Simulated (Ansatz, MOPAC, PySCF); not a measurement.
Ligand exchange on a metal centre used in film growth or etching (Cd Br-H). Gas-phase values, no solvent.

Quantity: redistribution energy (mixed species minus the weighted end members), in kcal/mol. Semi-empirical values (MOPAC) are differences of heats of formation.

Level 1: PBE-D3(BJ)/def2-TZVP // PBE-D3(BJ)/def2-SVP (PySCF)
Level 2: frozen-core MP2/def2-TZVPP // PBE-D3(BJ)/def2-SVP (Ansatz, a program for electronic structure)
Level 3: PM6 // PBE-D3(BJ)/def2-SVP (MOPAC)
Level 4: PM7 // PBE-D3(BJ)/def2-SVP (MOPAC)

```
species                               level 1  level 2  level 3  level 4
------------------------------------  -------  -------  -------  -------
1 of 2 Br replaced by H: [Cd(Br)(H)]    -3.22    -3.38    -10.0    -2.82
```
